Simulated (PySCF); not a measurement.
**Excitation energy of Hf by level of theory**

Hf [Xe] 4f14 5d2 6s2 (3F) → Hf [Xe] 4f14 5d1 6s2 6p1 (high-spin determinant), as a difference of total energies. Calculation: PySCF 2.14, in x2c-TZVPPall; the spin-free X2C one-electron Hamiltonian (Gaussian nucleus). Correlated levels: valence: [Xe] 4f14 frozen. The calculations carry no spin-orbit coupling.

```tsv
method	excitation energy (eV)
UHF	1.609
MP2 (valence)	1.819
SCS-MP2 (valence)	1.760
CCSD (valence)	1.564
CCSD(T) (valence)	1.526
```

**Question.** How much does correlation contribute at CCSD(T) (valence)?

**Answer.** 1.526 − (1.609) = -0.083 eV, measured against UHF.

A first-order spin-orbit estimate (lowest level to lowest level, LS coupling) adds -0.113 eV.

The basis was made for the ground configuration and has no added diffuse functions, so the excitation energy can come out too high.

The coupled-cluster amplitudes are large for the upper state (T1 above 0.03 or a double amplitude above 0.15), so a single reference is strained.

The determinant of the upper state mixes LS terms, which raises its energy above the lowest term, most at the Hartree-Fock and MP2 levels.
